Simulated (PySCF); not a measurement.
Potential energy curve for KCl, singlet.

Computed with CCSD(T) on UHF/def2-TZVP, 10 core orbitals frozen run with PySCF.

Task: Relative to R = 2.68 Å, what are the energies at R = 2.13, 2.50, 4.46, 5.34 Å?

Result: 182.9 kJ/mol at 2.13 Å, 14.6 kJ/mol at 2.50 Å, 166.6 kJ/mol at 4.46 Å, 230.9 kJ/mol at 5.34 Å.

The unrestricted determinant behind UCCSD(T) is spin-contaminated at 8.00 Å (<S²> up to 1.0, against 0.00 for a pure singlet).
